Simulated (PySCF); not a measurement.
**Vertical excitation energies**

Compound: C6H7Cl2N.
SMILES: `N#C[C@@H]1C[C@@H](Cl)C[C@H]1Cl`

Computed with PySCF 2.14.0, density-fitted response routines, TDDFT CAM-B3LYP/def2-SVPD, vertical, gas phase, core orbitals frozen in the response. Isolated species at its GFN2-xTB geometry (one conformer only).

**Question.** List the vertical singlet excitations with oscillator strengths and describe the spectrum.

**Answer.** 

```tsv
state	E (eV)	E (kJ/mol)	λ (nm)	f	main configurations (H = HOMO, L = LUMO)
S1	7.07	682	175.5	0.0002	H→L (65%)
S2	7.20	694	172.3	0.0012	H-1→L (49%), H-1→L+3 (13%), H-1→L+2 (10%)
S3	7.27	702	170.4	0.0022	H-2→L (65%)
S4	7.30	704	169.9	0.0008	H-3→L (38%), H→L+2 (18%), H→L+3 (16%)
S5	7.73	746	160.4	0.0007	H-4→L (33%), H-4→L+6 (10%)
S6	8.05	777	154.0	0.0080	H-5→L (26%)
S7	8.15	786	152.1	0.0049	H-5→L+2 (22%), H-5→L+6 (12%), H-5→L+7 (10%)
S8	8.19	790	151.4	0.041	H→L+1 (71%)
```

Triplets, Tamm–Dancoff:

| state | E (eV) | λ (nm) | main configurations (H = HOMO, L = LUMO) |
| --- | --- | --- | --- |
| T1 | 6.43 | 192.9 | H-2→L (21%), H-5→L (12%), H-5→L+6 (9%) |
| T2 | 6.46 | 191.9 | H→L (50%) |
| T3 | 6.55 | 189.2 | H-1→L (38%), H-1→L+3 (16%), H-1→L+2 (12%) |

The lowest singlet comes at 175 nm (682 kJ/mol) in the vacuum ultraviolet; it is dark (f under 0.0005); its leading configuration is HOMO→LUMO (65%). The most intense listed level is S8 at 8.19 eV (151 nm, f = 0.041), 1.12 eV above S1. It is the last of those listed, so stronger ones may follow. Löwdin shares by element: HOMO chlorine 74%, carbon 14% or more; LUMO chlorine 36%, carbon 10% or more, nitrogen 10% (atoms not listed hold the other 44%). Weighted by f, the mean energy of these states is 8.09 eV. Of the 8 states listed, 1 reaches f = 0.01 and 1 stays under 0.0005. The listed states span 1.12 eV, and the widest gap between neighbours is 0.43 eV (S4 to S5). The window holds the lowest 8 singlets.

Time: 2.3 min of wall time (grids of density and orbitals included); peak memory 1.1 GiB. Hardware: an Intel Xeon at 2.70 GHz with one thread, shared host with 64 logical CPUs at a one-minute load of 57.
